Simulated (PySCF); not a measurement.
## Rubidium: a sound run and one with changed settings

Sound run: Rb²⁺ [Ar] 3d10 4s2 4p5, Rb³⁺ [Ar] 3d10 4s2 4p4. All numbers are calculated (PySCF 2.14, scalar relativity by spin-free X2C-1e, in cc-pVDZ-X2C (6s5p3d, 36 functions)). The sound run starts from symmetry-adapted Hartree-Fock orbitals and uses a fine grid where one is needed.

Changed run: 14 angular points. This setting is unsound on purpose.

```csv
species,method,sound run (hartree),changed run (hartree),converged
Rb²⁺,UHF,-2978.00122,-2978.00122,yes
Rb²⁺,PBE,-2979.43041,-2979.43072,yes
Rb²⁺,M06-L,-2979.71910,-2979.72004,yes
Rb³⁺,UHF,-2976.53596,-2976.53596,yes
Rb³⁺,PBE,-2977.92104,-2977.92072,yes
Rb³⁺,M06-L,-2978.21555,-2978.21706,yes
```

Ionisation energy of Rb²⁺:

```json
{"method": "UHF", "sound run (eV)": "39.872", "changed run (eV)": "39.872"}
{"method": "PBE", "sound run (eV)": "41.072", "changed run (eV)": "41.089"}
{"method": "M06-L", "sound run (eV)": "40.914", "changed run (eV)": "40.898"}
```

A coarse angular grid integrates products of high-l functions wrongly, so density functionals can shift, and the SCF can exploit the error; Hartree-Fock and MP2 need no grid.

For comparison, NIST gives 39.247 eV between the lowest levels.
